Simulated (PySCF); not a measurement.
C5H7F, SMILES F/C=C\C1CC1.

Coordinates come from a B3LYP-D3(BJ)/def2-SVP optimisation. The structure was generated by enumeration; whether it is a known compound was not checked. One conformer was computed; it need not be the lowest.

Calculation: CAM-B3LYP/def2-TZVP in PySCF.

Symmetry labels are those of the subgroup Cs that the program uses (full group Cs).

Computed valence orbital energies around the gap with their symmetry:
```json
[
 {"orbital": "HOMO−7", "symmetry": "A\"", "energy (eV)": "-14.56"},
 {"orbital": "HOMO−6", "symmetry": "A'", "energy (eV)": "-13.90"},
 {"orbital": "HOMO−5", "symmetry": "A'", "energy (eV)": "-12.36"},
 {"orbital": "HOMO−4", "symmetry": "A\"", "energy (eV)": "-11.86"},
 {"orbital": "HOMO−3", "symmetry": "A'", "energy (eV)": "-11.56"},
 {"orbital": "HOMO−2", "symmetry": "A\"", "energy (eV)": "-10.89"},
 {"orbital": "HOMO−1", "symmetry": "A'", "energy (eV)": "-10.08"},
 {"orbital": "HOMO", "symmetry": "A\"", "energy (eV)": "-8.10"},
 {"orbital": "LUMO", "symmetry": "A\"", "energy (eV)": "1.60"},
 {"orbital": "LUMO+1", "symmetry": "A'", "energy (eV)": "2.37"},
 {"orbital": "LUMO+2", "symmetry": "A'", "energy (eV)": "2.47"},
 {"orbital": "LUMO+3", "symmetry": "A'", "energy (eV)": "3.10"}
]
```
